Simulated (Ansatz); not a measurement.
Ansatz results at the PBE0-D4/def2-TZVP geometry: HOMO–LUMO gap (PBE/def2-TZVPP) 4.54 eV; size of the dipole moment (PBE/def2-TZVPP) 2.80 D; zero-point energy (PBE0-D4/def2-TZVP) 145.0 kJ/mol.

Each molecule was computed in one conformer, which needn't be the lowest.

**Question.** Which molecule gave them?
A. `C=C1N=C1O`
B. `c1cocn1`
C. `O=CBCl`
D. `C=C1OC1=N`

**Answer.** D. The others give `O=CBCl`: 2.38, 1.90, 83.1; `c1cocn1`: 5.14, 1.56, 155.1; `C=C1N=C1O`: 4.13, 2.34, 146.0.
